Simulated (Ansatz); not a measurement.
Reaction (redistribution): `C[Si](O)(O)O` + `O[Si](F)(Cl)Br` → `C[Si](O)(O)Br` + `O[Si](O)(F)Cl`

Isolated molecules relaxed with PBE0-D4/def2-TZVP in Ansatz; ΔE leaves out vibrations. CCSD(T)/CBS adds triple-zeta CCSD(T) − MP2 to the extrapolated MP2 energy (def2 sets, frozen cores). This one scheme is used for every species. Functionals use def2-TZVPP. For Br outer-core shells are correlated without core-valence functions, which leaves a few kJ/mol of doubt a bond. Scalar relativity is left out up to krypton. One conformer a species, not always the lowest.

(1) Is it downhill or uphill in electronic energy at CCSD(T)/CBS, and by how much? (Best estimate.)

(2) What do these levels give: PBE-D4, r2SCAN-D4, ωB97X-V, ωB97M-V, PBE0, HF/def2-TZVPP, MP2/def2-TZVPP, SCS-MP2/def2-TZVPP, CCSD/def2-TZVPP, CCSD(T)/def2-TZVPP, HF/CBS(def2), CCSD/CBS(def2)? (Estimate.)

Largest T1 diagnostic among the species: 0.011.

Answers

(1) Computed: Downhill: ΔE = -0.19 eV.

(2) Computed: PBE-D4 -0.19, r2SCAN-D4 -0.21, ωB97X-V -0.20, ωB97M-V -0.20, PBE0 -0.21, HF/def2-TZVPP -0.25, MP2/def2-TZVPP -0.20, SCS-MP2/def2-TZVPP -0.20, CCSD/def2-TZVPP -0.20, CCSD(T)/def2-TZVPP -0.20, HF/CBS(def2) -0.24, CCSD/CBS(def2) -0.20 eV.

In def2-TZVPP, CCSD(T) changes the Hartree–Fock value by +0.05 eV (the triples alone add +0.00 eV) and MP2 by +0.05 eV.
